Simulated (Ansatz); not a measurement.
One geometry of H4SeSi (`[SiH3][SeH]`), several functionals.

```yaml
crystal:
  periodic: [false, false, false]
  atoms:
    - {symbol: Si, position_ang: [-0.244731, -0.234541, -0.474580]}
    - {symbol: Se, position_ang: [0.898727, -0.252130, 1.496856]}
    - {symbol: H, position_ang: [-1.605513, 0.334245, -0.308735]}
    - {symbol: H, position_ang: [-0.336923, -1.659639, -0.873449]}
    - {symbol: H, position_ang: [0.479938, 0.537757, -1.514304]}
    - {symbol: H, position_ang: [0.850603, 1.210309, 1.627912]}
basis:
  gaussian: {orbitals: def2-TZVPP}
hamiltonian: {xc: {name: BHLYP}, dispersion: d4}
output: {orbitals: {seedname: orbitals}}
```

```sh
$ ansatz run in.yaml --threads 2 --pin off --events-out ev --progress --plain
```

It prints (some lines left out):

```
Functional definition: BHLYP
  name "BHLYP"
  cite "Becke, J. Chem. Phys. 98, 1372 (1993) doi:10.1063/1.464304"
  cite "Becke, Phys. Rev. A 38, 3098 (1988) doi:10.1103/PhysRevA.38.3098"
  cite "Lee, Yang & Parr, Phys. Rev. B 37, 785 (1988) doi:10.1103/PhysRevB.37.785"
  parameter a = 0.5
  exchange = (1 - a)*b88_x + a*exact_x
  correlation = lyp_c
1011 factors; their error is unknown
mean field evaluation 1: about -73291.6455 eV, gradient 8.8e0 eV
mean field evaluation 2: about -73291.8890 eV, gradient 3.1e0 eV
mean field evaluation 4: about -73291.9182 eV, gradient 2.9e-1 eV
mean field evaluation 8: about -73292.8230 eV, gradient 5.3e-2 eV
mean field -73292.82296520 eV, -2693.4615643115 hartree, gradient 4.5e-5 eV, S^2 0.000000; 0 other end points of the search recorded, 0 dependent functions left out
reference -73292.82312256 eV, -2693.4615700944 hartree; 26, 26 occupied and 120, 120 virtual orbitals, 1011 factors
Total energy: -73292.96727969 eV, -2693.4668677712 hartree
```

Run time 1.3 s (2 threads of a server CPU on a shared host); peak host memory 0.33 GiB.

Changing it to `hamiltonian: {xc: {name: r2SCAN0}, dispersion: d4}` (abridged; 2.1 s):

```
Functional definition: r2SCAN0
mean field evaluation 16: about -73291.8149 eV, gradient 1.8e-5 eV
mean field -73291.81485603 eV, -2693.4245169829 hartree, gradient 1.8e-5 eV, S^2 0.000000
Total energy: -73291.84216264 eV, -2693.4255204820 hartree
```

Changing it to `hamiltonian: {xc: {name: BLYP}, dispersion: d4}` (abridged; 0.95 s):

```
Functional definition: BLYP
mean field -73293.83442651 eV, -2693.4987348290 hartree, gradient 8.8e-6 eV, S^2 0.000000
Total energy: -73294.06197185 eV, -2693.5070969660 hartree
```

The same input with `hamiltonian: {xc: {name: B2PLYP}}` (abridged; 2.1 s):

```
Functional definition: B2PLYP
mean field evaluation 16: about -73275.8302 eV, gradient 5.4e-6 eV
mean field -73275.83017431 eV, -2692.8370907643 hartree, gradient 5.4e-6 eV, S^2 0.000000
14 core orbitals not correlated: weight in the atoms' cores, before any rotation towards them, 1.000 or more for the frozen orbitals, at most 0.000 for the correlated occupied ones
second order -13.41454699 eV of doubles, -0.00000000 eV of singles
Total energy: -73279.45224895 eV, -2692.9701995523 hartree
```

With the line `hamiltonian: {xc: lda}` (abridged; 0.55 s):

```
Functional definition: SPW92
mean field -73167.31321575 eV, -2688.8491660926 hartree, gradient 6.4e-5 eV, S^2 0.000000
Total energy: -73167.31324971 eV, -2688.8491673406 hartree
```

With the line `hamiltonian: {xc: r2scan, dispersion: d4}` and forces (abridged; 2 s):

```
Functional definition: r2SCAN
mean field evaluation 16: about -73292.0834 eV, gradient 5.3e-6 eV
mean field -73292.08338723 eV, -2693.4343853222 hartree, gradient 5.3e-6 eV, S^2 0.000000
Total energy: -73292.10582989 eV, -2693.4352100748 hartree
Atom 0 force    -0.017140     0.007122    -0.028545 eV/Å
Atom 1 force     0.018124     0.007520     0.029728 eV/Å
Atom 2 force     0.022211    -0.012934    -0.016017 eV/Å
Atom 3 force     0.001192     0.034153     0.008646 eV/Å
Atom 4 force    -0.022452    -0.018099     0.009600 eV/Å
Atom 5 force    -0.001937    -0.017762    -0.003411 eV/Å
Dipole moment:    -0.075091     0.123823    -0.111494 e Å
```
